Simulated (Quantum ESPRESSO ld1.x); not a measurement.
The numbers below are computed, except where a source is named.
One sound ld1.x (Quantum ESPRESSO 7.5) input for the tungsten ion W3+ gives E = -15290.229 hartree in 29 iterations:

```
 &input
    zed=74.0,
    iswitch=1,
    rel=0,
    dft='BLYP',
    config='[Xe] 4f14 5d3',
    prefix='ld1',
    max_out_wfc=37,
    file_charge='ld1.rho',
 /
```

Changed or added lines, one case at a time, and what came of them:

- atom='W': harmless. atom and zed name the same element, and the result equals that of the sound run.
- rmax=1000.0: harmless. The energy moves by less than 1e-5 hartree against the default mesh (-15290.229 hartree).
- config='[Cd] 4f14 5d3': refused. The program stops in el_config with "wrong core: Cd": the cores known are He, Ne, Ar, Kr, Xe, Hg and Rn.
- beta=0.01: not converged. So little new potential is mixed in that the limit of 200 iterations comes first; the energy is off by -0.006548 hartree.
- tr2=1e-22: usable despite the warning. The threshold lies below the rounding noise, so the cycle runs to its limit and warns, but the energy differs from the sound run by less than 1e-5 hartree.
- config='[Xe] 4f14 5d3 1s1': refused. The program stops in el_config with "wavefunction 1S found too many times": the bracketed core already holds 1s.
- rel=2 lsd=1: refused. The program stops in ld1_readin with "local spin density and spin-orbit not allowed": spin polarisation goes with rel = 0 or 1 alone.
